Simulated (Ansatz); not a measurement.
The cluster GaO3H3. The state is a singlet with charge 0. Geometry PBE-D4/def2-SVP; atoms count from 1.

```tsv
atom	x (Å)	y (Å)	z (Å)
Ga1	0.1837	-0.5066	-0.1317
O2	-0.5410	1.5835	-0.2876
O3	-1.2586	0.4021	-0.8966
O4	-0.2328	-1.2334	1.4577
H5	-0.2199	2.0378	-1.0976
H6	1.5398	-0.5955	-0.9067
H7	0.5288	-1.6879	1.8625
```

The structure holds 1 bond(s) between oxygen atoms. Another isomer (singlet) lies 4.00 eV lower at PBE0-D4/def2-TZVP; other spin states weren't run for this one.

Question: Estimate the Mulliken populations from the PBE0/def2-TZVP orbitals of Ansatz.

Answer: 
```tsv
atom	charge (e)
Ga1	0.59
O2	-0.31
O3	-0.33
O4	-0.55
H5	0.35
H6	-0.06
H7	0.31
```
Mulliken values and Mayer orders depend strongly on the basis.

Question: And the Mayer bond orders between bonded heavy atoms (over 0.3)?

Answer: Ga1–O3 0.83 (1.87 Å); Ga1–O4 1.12 (1.80 Å); O2–O3 0.85 (1.51 Å).
